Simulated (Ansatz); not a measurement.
Total energies of the cluster Mg₂F₄ from Ansatz at PBE0-D4/def2-TZVPD, gas phase (1 Eh = 27.2114 eV = 2625.5 kJ/mol). The reference geometry is relaxed at PBE0-D4/def2-SVP.

```tsv
atom	x (Å)	y (Å)	z (Å)
Mg1	0.013	-1.353	-0.518
Mg2	-0.013	1.351	0.526
F3	-0.025	2.997	1.144
F4	0.025	-2.989	-1.165
F5	1.226	0.059	-0.125
F6	-1.227	-0.065	0.138
```

```tsv
state	geometry	energy (Eh)
charge 0 singlet	reference	-799.47885
charge -1 doublet	reference	-799.49997
free Mg atom (singlet)	–	-199.96079
free F atom (doublet)	–	-99.67703
```

Problem. Work out the vertical electron affinity, to the doublet.

Solution. E(charge 0 singlet) − E(charge -1 doublet) = -799.47885 − (-799.49997) = 0.02112 Eh = 0.57 eV.

Problem. What is the binding energy per atom against free atoms?

Solution. Atoms: 2 × (-199.96079) + 4 × (-99.67703) = -798.62970 Eh. Binding: -798.62970 − (-799.47885) = 0.84915 Eh = 23.11 eV, or 3.85 eV for each of 6 atoms (no zero-point energy, no counterpoise term).

At PBE0-D4/def2-TZVPD the highest occupied level of the charge -1 doublet lies above zero (up to 0.77 eV). By energy differences its removal costs 0.57 eV (vertical, to the charge 0 singlet, at PBE0-D4/def2-TZVPD); a positive level beside a positive removal energy at the same level points to self-interaction error. 

The structure comes from a short search, and lower isomers may exist.
